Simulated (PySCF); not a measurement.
## Telling isomers of C₆H₉N apart by NMR

Method: geometry from PBE0-D3(BJ)/def2-SVP, GIAO PBE0/pcSseg-1 shieldings, couplings computed with B3LYP/pcJ-1 (spin–dipole term left out of most H,H and C,H couplings), in PySCF (non-relativistic, one averaged value for each set of equivalent atoms, a single conformation, in vacuum).

Scale: ¹H and ¹³C vs TMS (reference shieldings calculated alike). Multiplet labels drop J under 1 Hz and among equivalent protons, and merge close values. Unscaled 3J(H,H) run several per cent high. Shifts are as computed. Against solution values, carbons near 30 ppm lie about +2 ppm off and those near 130 ppm about +5 ppm. Of 1211 compounds with measured shifts, 218 miss one by over three times the rms of a fit or turn the order of signals round; such compounds aren't used in these exercises.

(1) Tabulate the signals of `C=CC/C=N/C=C`, `CCn1cccc1` and their relative energies.

(2) What is the quickest way to tell C=CC/C=N/C=C from CCn1cccc1?

Answers

(1) 
```json
{"SMILES": "C=CC/C=N/C=C", "carbon types": "3×CH 3×CH2", "δC": "169.0, 155.4, 142.8, 126.6, 125.3, 47.0", "δH": "7.26 (t, 1H), 6.71 (dd, 1H), 5.91 (dd, 1H), 5.84 (ddt, 1H), 5.51 (dq, 1H), 5.45 (ddt, 1H), 5.35 (dd, 1H), 3.04 (ddt, 2H)", "E rel. (kcal/mol)": "39.7"}
{"SMILES": "CCn1cccc1", "carbon types": "4×CH 1×CH2 1×CH3", "δC": "122.9, 114.7, 46.3, 20.7", "δH": "6.52 (m, 2H), 6.28 (m, 2H), 3.62 (q, 2H), 1.26 (t, 3H)", "E rel. (kcal/mol)": "0.0"}
```

Energies are electronic energies at PBE0/pcSseg-1 on these geometries, without zero-point or thermal terms, each for the one conformer computed, which needn't be the lowest.

(2) Count the carbon signals: 6 against 4. The first has a terminal =CH2 carbon at 126.6 ppm, the second a methyl carbon (CH3) at 20.7 ppm. Their most deshielded carbons lie at 169.0 and 122.9 ppm. In the proton spectra the most deshielded non-exchanging signals are 7.26 (t, J = 6.5 Hz, 1H) and 6.52 (m, 2H).
